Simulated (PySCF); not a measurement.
Si(H)(Cl)(Me)(NH2) (CH6ClNSi), SMILES C[SiH](N)Cl. Atoms are numbered in the order given.

```xyz
10

Si    -0.2549    -0.0485     0.5044
C      1.2278    -1.0365     1.0632
N     -1.5269    -1.1202     0.0564
Cl     0.4023     1.1903    -1.0700
H     -0.7877     0.8713     1.5402
H      0.9708    -1.6660     1.9299
H      1.5838    -1.6901     0.2504
H      2.0574    -0.3690     1.3423
H     -1.3243    -1.8984    -0.5658
H     -2.4495    -0.7427    -0.1422
```

Geometry optimised at B3LYP-D3(BJ)/def2-SVP. One conformer was computed; it need not be the lowest.

Level of theory: PySCF with PBE/def2-TZVP.

Atomic charges (e):

```json
[
 {"atom": "Si1", "Löwdin": "___", "IAO": "1.02", "Mulliken": "0.45"},
 {"atom": "C2", "Löwdin": "___", "IAO": "-0.75", "Mulliken": "-0.46"},
 {"atom": "N3", "Löwdin": "-0.25", "IAO": "-0.83", "Mulliken": "-0.57"},
 {"atom": "Cl4", "Löwdin": "0.16", "IAO": "-0.36", "Mulliken": "-0.27"},
 {"atom": "H5", "Löwdin": "-0.03", "IAO": "-0.13", "Mulliken": "-0.03"},
 {"atom": "H6", "Löwdin": "___", "IAO": "0.17", "Mulliken": "0.14"},
 {"atom": "H7", "Löwdin": "___", "IAO": "0.16", "Mulliken": "0.13"},
 {"atom": "H8", "Löwdin": "___", "IAO": "0.17", "Mulliken": "0.14"},
 {"atom": "H9", "Löwdin": "0.16", "IAO": "0.27", "Mulliken": "0.23"},
 {"atom": "H10", "Löwdin": "0.16", "IAO": "0.27", "Mulliken": "0.23"}
]
```

**Question.** Some entries are withheld; supply them. (An estimate is asked for; the answer gives what the named calculation found.)

**Answer.** 
- Si1, Löwdin: -0.15
- C2, Löwdin: -0.46
- H6, Löwdin: 0.14
- H7, Löwdin: 0.14
- H8, Löwdin: 0.14

**Question.** Give the Mayer and Wiberg (Löwdin basis) orders of the bonds. (Estimate from the structure and the level; the computed values follow.)

**Answer.** 
```csv
bond,Mayer,Wiberg
Si1–C2,1.02,1.24
Si1–N3,1.22,1.57
Si1–Cl4,1.12,1.73
Si1–H5,0.93,0.90
C2–H6,0.94,0.90
C2–H7,0.94,0.90
C2–H8,0.94,0.90
N3–H9,0.91,0.95
N3–H10,0.92,0.95
```
